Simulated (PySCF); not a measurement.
Structure problem from calculated spectra and properties.

Formula: C7H14ClF.

| Property | Result |
| --- | --- |
| Polarisability | 101.1 au [B3LYP/def2-SVPD] |
| XPS | Cl2p3/2 205.8, C1s 290.5, C1s 290.7, C1s 290.8, C1s 290.8, C1s 291.0, C1s 292.1, C1s 292.6, F1s 692.0, Cl1s 2828.4 eV [ΔSCF SCAN, pcX-2 on the ionised atom, pcseg-1 elsewhere, spin-free X2C, 2p3/2 from a spin–orbit splitting computed afterwards within the 2p shell] |
| Valence photoelectron | vertical ionisation energy: 10.24 eV [ΔSCF B3LYP/def2-SVPD] |
| NMR, other nuclei | isotropic shieldings of nuclei other than C and H, by class: 405 (1 F), 857 (1 Cl) ppm [GIAO B3LYP/pcSseg-1] |
| 13C NMR | chemical shifts (computed TMS as zero) by class: 96.9 (1 C), 53.6 (1 C), 41.3 (1 C), 33.0 (1 C), 21.6 (1 C), 18.9 (1 C), 12.3 (1 C) ppm [GIAO B3LYP/pcSseg-1] |
| 1H NMR | chemical shifts (computed TMS as zero) by class: 4.29 (1 H), 3.62 (1 H), 3.19 (1 H), 1.59 (1 H), 1.48 (1 H), 1.14 (3 H), 0.90 (3 H), 0.76 (3 H) ppm [GIAO B3LYP/pcSseg-1] |
| Rotational structure | rotational constants A, B, C: 1.813, 0.780, 0.733 GHz [PBE0-D3(BJ)/def2-SVP] |
| Dipole | 2.44 D [B3LYP/def2-SVPD] |
| UV, first state | lowest singlet excitation: 7.16 eV (173 nm, f = 0.003) [TDDFT B3LYP/def2-SVPD] |
| UV, strongest line | among the 10 lowest singlet transitions: S9 at 8.40 eV (148 nm, f = 0.025) [TDDFT B3LYP/def2-SVPD] |

The electronic properties come from PySCF, for the isolated species, density fitting. Levels stand in brackets. One conformer (not necessarily the lowest) at the PBE0-D3(BJ)/def2-SVP geometry, without solvent, vibrations or thermal averaging. NMR classes are plain means over equivalent atoms (diastereotopic ones count apart unless rotation or inversion swaps them), as if these changed places fast.

Problem. Give a SMILES that accounts for the data.

Solution. Numbering: `[CH3:1][CH:2]([CH3:3])[C@@H:4]([F:5])[C@H:6]([CH3:7])[CH2:8][Cl:9]`. Its formula, C7H14ClF, gives 0 degrees of unsaturation, so no ring and no π bond. 7 carbons fall into 7 classes; from least to most shielded: sp3 C–F carbon [C4] (96.9 ppm), sp3 C–Cl carbon [C8] (53.6 ppm), sp3 CH carbon [C6] (41.3 ppm), sp3 CH carbon [C2] (33.0 ppm), methyl carbon [C1] (21.6 ppm), methyl carbon [C3] (18.9 ppm), methyl carbon [C7] (12.3 ppm). Hydrogen classes from least to most shielded: 1 H on an sp3 C–F carbon, C4 (4.29 ppm), 1 H on an sp3 C–Cl carbon, C8 (3.62 ppm), 1 H on an sp3 C–Cl carbon, C8 (3.19 ppm), 1 H on an sp3 CH carbon, C2 (1.59 ppm), 1 H on an sp3 CH carbon, C6 (1.48 ppm), 3 H on a methyl carbon, C1 (1.14 ppm, a mean of values up to 1.1 ppm apart in this geometry), 3 H on a methyl carbon, C7 (0.90 ppm, a mean of values up to 0.6 ppm apart in this geometry), 3 H on a methyl carbon, C3 (0.76 ppm). The other shieldings belong to: 405 ppm, alkyl fluorine [F5]; 857 ppm, alkyl chlorine [Cl9]. The core levels belong to: Cl2p3/2 205.8 eV, alkyl chlorine [Cl9]; C1s 290.5 eV, methyl carbon [C1]; C1s 290.7 eV, methyl carbon [C3]; C1s 290.8 eV, sp3 CH carbon [C2]; C1s 290.8 eV, methyl carbon [C7]; C1s 291.0 eV, sp3 CH carbon [C6]; C1s 292.1 eV, sp3 C–Cl carbon [C8]; C1s 292.6 eV, sp3 C–F carbon [C4]; F1s 692.0 eV, alkyl fluorine [F5]; Cl1s 2828.4 eV, alkyl chlorine [Cl9]. The first electron is taken from the HOMO, whose largest Löwdin shares are 0.68 on the alkyl chlorine, 0.12 on the sp3 C–Cl carbon and 0.05 on a methylene hydrogen. The optimised geometry has point group C1 and is an asymmetric top. Structure: `CC(C)[C@@H](F)[C@H](C)CCl`. The assignments are read from this structure; whether some other isomer fits the data as well wasn't checked. The mirror image fits equally.

Shape of the structure used: `[CH3:1][CH:2]([CH3:3])[C@@H:4]([F:5])[C@H:6]([CH3:7])[CH2:8][Cl:9]`: C1–C2–C4–F5 58°, C2–C4–C6–C7 -59°, C4–C6–C8–Cl9 -65°.
